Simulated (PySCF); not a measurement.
## GeH₄: PBE0 against B3LYP

Base calculation in PySCF with density fitting and no spin–orbit coupling, PBE0/def2-TZVP (no relativity): singlet, Td, Ge–H 1.534 Å (×4); wavenumbers 822 (×3), 924 (×2), 2169, 2174 (×3) cm⁻¹; gap between the highest occupied and lowest empty levels 10.74 eV, polar-tensor charge of Ge 0.90 e, atomisation energy (no zero-point energy) 1205 kJ/mol.

Question: What changes on going to B3LYP/def2-TZVP (no relativity)?

Answer: The point group stays the same. Changes: mean bond to Ge +0.002 Å, highest wavenumber -20 cm⁻¹, lowest wavenumber +3 cm⁻¹, gap between the highest occupied and lowest empty levels -0.60 eV, polar-tensor charge of Ge +0.03 e, atomisation energy (no zero-point energy) +24 kJ/mol. The new structure has Ge–H 1.536 Å (×4), with wavenumbers 825 (×3), 924 (×2), 2149, 2154 (×3) cm⁻¹.

The structures come from searches over a few start shapes, so lower isomers are not excluded.
